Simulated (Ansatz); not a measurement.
Job for Ansatz (a first-principles code): R-CCSD(T)/cc-pV(T+d)Z on CH5Al (SMILES [CH3][AlH2]), atoms moved off the minimum. Files ending in .json are basis or fitting sets from the Basis Set Exchange.

Ansatz 0.2 input:
```yaml
crystal:
  periodic: [false, false, false]
  atoms:
    - {symbol: Al, position_ang: [0.02845258, -0.34244143, -0.63256208]}
    - {symbol: H, position_ang: [-1.30109299, -0.48608817, -1.48332875]}
    - {symbol: H, position_ang: [1.40691575, -0.91972929, -1.18263868]}
    - {symbol: C, position_ang: [-0.01259310, 0.56245078, 1.06722670]}
    - {symbol: H, position_ang: [-0.07984277, 1.61268731, 0.95369596]}
    - {symbol: H, position_ang: [0.87388541, 0.36911887, 1.71898889]}
    - {symbol: H, position_ang: [-0.96872430, 0.32422121, 1.70192158]}
basis:
  gaussian:
    orbitals: cc-pV_T+d_Z.json
magnetization: {spin_polarized: false}
correlation: {method: ccsd_t, electrons: outside_noble_gas}
scf: {lower_state_search: off}
output: {forces: true}
```

Output:

```
WARN ansatz: RAYON_NUM_THREADS=1 ignored (pool sized by the plan → 1); use --threads N
Functional definition: HF
these checks for a lower state are left out or cut short: starts, cluster_reference, orbital_swaps, neighbouring_geometries, increment
integrals: 0.28 GiB planned
783 factors; integrals over basis functions are off by at most 1.0e-3 eV
mean field: 0.25 GiB planned
mean field evaluation 1: about -7690.8864 eV, gradient 2.6e1 eV
mean field evaluation 2: about -7690.8863 eV, gradient 2.6e1 eV
mean field evaluation 4: about -7692.7011 eV, gradient 2.1e0 eV
mean field evaluation 8: about -7692.7223 eV, gradient 3.1e-4 eV
mean field -7692.72229846 eV, -282.7023301539 hartree, gradient 4.0e-6 eV, S^2 0.000000; 0 other end points of the search recorded, 0 dependent functions left out
6 core orbitals not correlated
reference -7692.72229846 eV, -282.7023301539 hartree; 6, 6 occupied and 127, 127 virtual orbitals, 783 factors
densities: 1.17 GiB planned
second order -7.37410233 eV of doubles, -0.00000000 eV of singles
coupled cluster: 0.70 GiB planned
cycle   1  -7.98658844 eV  change   -6.1e-1 eV  update   6.1e-2
cycle   2  -8.24939060 eV  change   -2.6e-1 eV  update   2.0e-2
cycle   3  -8.27238291 eV  change   -2.3e-2 eV  update   5.7e-3
cycle   4  -8.27150097 eV  change    8.8e-4 eV  update   1.7e-3
cycle   5  -8.27136176 eV  change    1.4e-4 eV  update   4.7e-4
cycle   6  -8.27127093 eV  change    9.1e-5 eV  update   1.5e-4
cycle   7  -8.27126309 eV  change    7.8e-6 eV  update   4.2e-5
cycle   8  -8.27127049 eV  change   -7.4e-6 eV  update   1.4e-5
cycle   9  -8.27126786 eV  change    2.6e-6 eV  update   4.5e-6
perturbative correction -0.25654406 eV, -0.0094278203 hartree
the calculation of the forces begins
Total energy: -7701.25011037 eV, -283.0157214615 hartree
Atom 0 at     0.028453    -0.342441    -0.632562 Å, force     0.080100    -0.258757    -0.345183 eV/Å
Atom 1 at    -1.301093    -0.486088    -1.483329 Å, force     0.021390    -0.015637    -0.039731 eV/Å
Atom 2 at     1.406916    -0.919729    -1.182639 Å, force    -0.104857     0.010766    -0.023226 eV/Å
Atom 3 at    -0.012593     0.562451     1.067227 Å, force    -1.049560    -1.380383     2.192720 eV/Å
Atom 4 at    -0.079843     1.612687     0.953696 Å, force     0.038873     1.406568    -0.268883 eV/Å
Atom 5 at     0.873885     0.369119     1.718989 Å, force    -0.613211     0.070027    -0.432758 eV/Å
Atom 6 at    -0.968724     0.324221     1.701922 Å, force     1.627265     0.167416    -1.082940 eV/Å
Dipole moment:    -0.007980     0.074575     0.118994 e Å
Checks for a lower state left out: starts, cluster_reference, orbital_swaps, neighbouring_geometries, increment
```

Self-consistency was reached.

Cost: around 70 core-seconds (rough).
